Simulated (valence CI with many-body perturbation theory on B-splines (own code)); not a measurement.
# Ge¹⁰⁺: key properties

Computed by configuration interaction combined with many-body perturbation theory (CI+MBPT): four valence electrons over a frozen Dirac-Fock core [Ar], a basis of 7 s, 7 p, 8 d, 6 f, 4 g, 1 h functions for each j, with the one-electron correlation potential Σ1 (screened to all orders), the two-electron term Σ2, the three-electron term Σ3, Breit, model QED; selected single and double excitations, second order for the rest, scaled by the run's own slope (own B-spline code, finite nucleus).

No measured spectrum was set against this ion. As an estimate, terms of the open shell hold to 2 to 4 % of their energy, and close levels can change places. Excitations out of the core, of the other parity, are not computed and may begin above about 64.6 eV (a cautious bound); beyond it only levels of the ground parity were kept, without lifetimes.

Rates and lifetimes use the calculated energies. Strong lines usually hold to 10 to 20 %, long lifetimes can be off by a factor of two.

Task: What is the ground level?

Result: 3d4 5D_0, composition 98 % 3d4 5D + 2 % 3d4 3P.

Task: How is the term 5D of the ground level split?

Result: J = 0 at 0.00, J = 1 at 0.11, J = 2 at 0.29, J = 3 at 0.53, J = 4 at 0.79 eV.

Task: What is the ionisation energy?

Result: 286.87 eV; NIST lists 286 ± 3 eV (theoretical).

Task: How well does LS coupling describe the low levels?

Result: Among the lowest 20 levels the leading LS term, summed over configurations, holds 91 % on average. For single configurations the figures are 91 % in LS and 56 % in jj coupling. Terms mix most in the J = 3 level at 5.99 eV, where the leading one holds 70 %.
